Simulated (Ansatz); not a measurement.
```xyz
7

Co    0.0000    0.0000    0.0000
F     0.0000    0.0000    1.9000
F     0.0000    0.0000   -1.9000
F     1.9000    0.0000    0.0000
F    -1.9000    0.0000    0.0000
F     0.0000    1.9000    0.0000
F     0.0000   -1.9000    0.0000
```

Basis set: def2-SVP on F; pcseg-2 on Co. Charge -3. Computed with Ansatz (development build ahead of 0.2.0); the lowest solution found for each multiplicity.

Problem. How do the multiplicities compare at this shape? Give, from the lowest of each method, PBE0 (unrestricted) for 1, 5; PBE0 (restricted) for 1, 5; HF (restricted) for 1, 5; HF (unrestricted) for 1, 5.

Solution.

```json
{"method": "PBE0, unrestricted", "multiplicity": "1", "E (eV)": "0.372", "<S²>": "0.69"}
{"method": "PBE0, unrestricted", "multiplicity": "5", "E (eV)": "0.000", "<S²>": "6.00"}
{"method": "PBE0, restricted", "multiplicity": "1", "E (eV)": "0.357", "<S²>": "0.00"}
{"method": "PBE0, restricted", "multiplicity": "5", "E (eV)": "0.000", "<S²>": "6.00"}
{"method": "HF, restricted", "multiplicity": "1", "E (eV)": "2.500", "<S²>": "0.00"}
{"method": "HF, restricted", "multiplicity": "5", "E (eV)": "0.000", "<S²>": "6.00"}
{"method": "HF, unrestricted", "multiplicity": "1", "E (eV)": "2.168", "<S²>": "1.37"}
{"method": "HF, unrestricted", "multiplicity": "5", "E (eV)": "0.000", "<S²>": "6.01"}
```

Caution: no diffuse functions for an anion; other spin multiplicities may lie lower. Caution for PBE0, unrestricted: the unrestricted determinant is spin contaminated. Caution for HF, restricted: an unrestricted determinant lies well below. Caution for HF, unrestricted: the unrestricted determinant is a mixture of spin states.
